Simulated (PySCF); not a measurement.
**IrCl3, triplet: computed properties**

Level of theory: UBP86/[Ir def2-TZVP with ECP60, Cl def2-TZVP], scalar-relativistic core potentials, density fitting, no spin–orbit coupling, PySCF.

The structure is a minimum.

```xyz
4
charge 0 multiplicity 3, angstrom
Ir   -0.1382    0.0001    0.0000
Cl    2.0607   -0.0021    0.0001
Cl   -0.6536    2.1379    0.0000
Cl   -0.6579   -2.1366    0.0000
```

| Item | Value |
| --- | --- |
| Point group | C2v |
| Bond lengths | Ir–Cl 2.199 Å (×3) |
| Bond angles | Cl–Ir–Cl 103.6° (×2), Cl–Ir–Cl 152.8° |
| Atomisation energy without zero-point energy | 1052 kJ/mol |
| Enthalpy at 298.15 K above 0 K | 18.19 kJ/mol |
| Dipole moment | 0.82 D |
| Rotational symmetry number | 2 |
| Principal polarisabilities | 50.7, 83.0, 118.0 bohr³ |
| Highest occupied level (β) | -6.24 eV |
| Zero-point energy | 8.9 kJ/mol |
| Entropy at 298.15 K and 1 bar (electronic part: spin only) | 359.6 J/(mol K) |
| Spin squared ⟨S²⟩ | 2.011 |
| Principal quadrupole moments (Buckingham, traceless) about the centre of mass | -2.56, 0.75, 1.81 D Å |
| Rotational constants | 0.0925, 0.05277, 0.0336 cm⁻¹ |
| Lowest empty level (β) | -5.81 eV |
| Heat capacity Cp at 298.15 K | 76.2 J/(mol K) |

Harmonic modes (masses in u: Ir 192.963, Cl 34.969):
| symmetry | ω (cm⁻¹) | IR (km/mol) | μ (u) |
| --- | --- | --- | --- |
| b2 | 81 | 0.5 | 37.86 |
| b1 | 101 | 0.0 | 48.05 |
| a1 | 110 | 0.0 | 40.88 |
| a1 | 391 | 6.2 | 35.88 |
| b2 | 401 | 74.0 | 44.05 |
| a1 | 405 | 9.7 | 39.66 |

In C2v the vibrations span 2b2 + b1 + 3a1. Here b1 is antisymmetric to the molecular plane and b2 lies in it.

Charges (e):
| atom | Mulliken | Löwdin | polar tensor | spin (Mulliken) | Mayer order to Ir1 |
| --- | --- | --- | --- | --- | --- |
| Ir1 | 0.54 | -0.37 | 0.95 | 1.26 | – |
| Cl2 | -0.16 | 0.13 | -0.25 | 0.16 | 1.17 |
| Cl3,4 | -0.19 | 0.12 | -0.35 | 0.29 | 1.18 |

Mulliken populations on Ir1 (electrons outside its core potential): s 2.74, p 6.30, d 7.39, f 0.03.

Formally Ir is in oxidation state +3, d6, with 2 unpaired electrons (the high-spin count would be 4). The Mulliken spin on Ir is 1.26. The polar-tensor charge on Ir, 0.95, is far below the formal one.

Only a few start shapes were tried, so a lower isomer may exist. Open d and f shells are described by one determinant, and the ground state may have another occupation or spin. Spin–orbit coupling, left out here, can matter for elements this heavy.

The final relaxation and frequency run took of the order of 17 core-minutes on a shared host.
